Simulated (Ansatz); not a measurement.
Start from `C[Si@@H]1S[Si@@H]1N` and change one atom or group to get `C[SiH]1[SiH2]S1`.

Ansatz, PBE0-D4/def2-TZVP geometries, multiplicity 1. Each molecule was computed in one conformer, which needn't be the lowest.

```tsv
property	`C[Si@@H]1S[Si@@H]1N`
HOMO energy (PBE0/def2-TZVPP) / eV	-6.55
LUMO energy (B3LYP/def2-TZVPP) / eV	-0.34
HOMO–LUMO gap (PBE0/def2-TZVPP) / eV	6.40
size of the dipole moment (B3LYP/def2-TZVPP) / D	2.34
LUMO energy (PBE/def2-TZVPP) / eV	-0.96
HOMO energy (PBE/def2-TZVPP) / eV	-5.48
```

(1) Give the same properties after the change, and the shifts. (Best estimate.)

Results:

(1) Ansatz gave: 
| property | `C[SiH]1[SiH2]S1` | shift |
| --- | --- | --- |
| HOMO energy (PBE0/def2-TZVPP) / eV | -7.04 | -0.49 |
| LUMO energy (B3LYP/def2-TZVPP) / eV | -0.37 | -0.03 |
| HOMO–LUMO gap (PBE0/def2-TZVPP) / eV | 6.86 | 0.46 |
| size of the dipole moment (B3LYP/def2-TZVPP) / D | 2.03 | -0.31 |
| LUMO energy (PBE/def2-TZVPP) / eV | -1.01 | -0.05 |
| HOMO energy (PBE/def2-TZVPP) / eV | -6.03 | -0.55 |

Dipoles are sizes alone; their direction can turn.

B3LYP here is the variant with VWN-RPA as its local correlation; programs differ in this.
